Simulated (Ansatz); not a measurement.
`FC1OCN1[SiH3]` + `N=CCF` → `FC/C=N\[SiH3]` + `FC1NCO1`  (ligand exchange at the Si–N bond)

Program: Ansatz. Geometries: PBE0-D4/def2-TZVP. ΔE: electronic, gas phase. CBS: MP2 limit from def2 TZ/QZ plus the TZ coupled-cluster correction, frozen cores. Functionals use def2-TZVPP. Each species was taken in one conformer, which may not be the lowest.

```csv
level,ΔE (kJ/mol)
PBE0-D4,21.5
MP2/def2-TZVPP,24.7
CCSD/def2-TZVPP,25.6
HF/def2-QZVPP,23.4
```

(1) What does CCSD(T)/CBS give? (Estimate.)

Largest T1 diagnostic among the species: 0.013.

## Answers

(1) The calculation gave: +24.8 kJ/mol. The listed levels differ from it by -3.3, -0.1, 0.8, -1.4 kJ/mol.
